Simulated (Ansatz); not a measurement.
[TcS4]- (TcS₄⁻), relaxed as a singlet with RKS PBE0-D4/def2-SVPD in Ansatz, starting from the GFN2-xTB geometry. Force threshold 0.02 eV/Å.

In the def2 sets Tc takes a core potential; there is no spin–orbit coupling. The restricted singlet is unstable towards broken spin symmetry in Hartree–Fock (as tested in another run); at PBE0-D4/def2-SVPD this wasn't settled.

Start:

```csv
atom,x (Å),y (Å),z (Å)
Tc1,0.000,0.001,0.001
S2,-0.296,-1.967,-0.837
S3,0.691,-0.182,2.037
S4,-1.870,1.082,-0.036
S5,1.474,1.066,-1.165
```

Task: Estimate the energy that the relaxation releases and the steps that it takes.

Result: 7.3 kJ/mol, in 4 steps; 30 s on 2 threads of Arm Neoverse N1 on a shared host. No frequencies were taken in this run, so the end may be a saddle point.

Task: Does the start keep its bonding and symmetry?

Result: By distances, no bond broke or formed. The bond that changes most is Tc1–S4, from 2.16 to 2.12 Å (atoms count from 1). Point group Td at the start, Td at the end, both within 0.05 Å.

Task: Predict the relaxed structure.

Result: 
| atom | x (Å) | y (Å) | z (Å) |
| --- | --- | --- | --- |
| Tc1 | 0.000 | 0.000 | 0.000 |
| S2 | -0.289 | -1.934 | -0.824 |
| S3 | 0.678 | -0.178 | 2.003 |
| S4 | -1.835 | 1.065 | -0.034 |
| S5 | 1.447 | 1.048 | -1.146 |
Bond lengths: 4 × S–Tc 2.12 Å.
